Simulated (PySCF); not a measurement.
Sn(H)(F)2(Et) (C2H6F2Sn), SMILES C[CH2][SnH]([F])[F]. Atoms are numbered in the order given.

```xyz
11

Sn     0.4291    -0.2817     0.0000
F      0.7464     0.8911     1.5111
F      0.7464     0.8911    -1.5111
C     -1.6657    -0.7033     0.0000
C     -2.4696     0.5902     0.0000
H      1.7060    -1.4143     0.0000
H     -1.8708    -1.3225    -0.8873
H     -1.8708    -1.3225     0.8873
H     -2.2471     1.2017    -0.8872
H     -3.5506     0.3788     0.0000
H     -2.2471     1.2017     0.8872
```
Charge 0, spin multiplicity 1.

Geometry optimised at PBE0-D3(BJ)/def2-SVP. The structure was generated by enumeration; whether it is a known compound was not checked. The def2 effective core potentials stand for the cores of Sn; spin–orbit coupling is left out. The values are those of a single conformer.

These are PBE0/def2-TZVP (PySCF) values and carry that method's errors.

Question: Estimate the frontier levels, gap, dipole moment and polarisability. (The exact figures need the calculation; the answer reports its results.)

Answer: 
| Item | Value |
|---|---|
| highest occupied level | -8.66 eV |
| lowest empty level | -0.76 eV |
| orbital gap | 7.91 eV |
| dipole moment | 4.21 D |
| quadrupole, principal values (traceless, Buckingham form, about the centre of nuclear charge) | -6.56, -0.60, 7.16 D·Å |
| mean static polarisability | 59.7 bohr³ (8.85 Å³) |
| polarisability, principal values | 51.4, 53.6, 74.2 bohr³ |
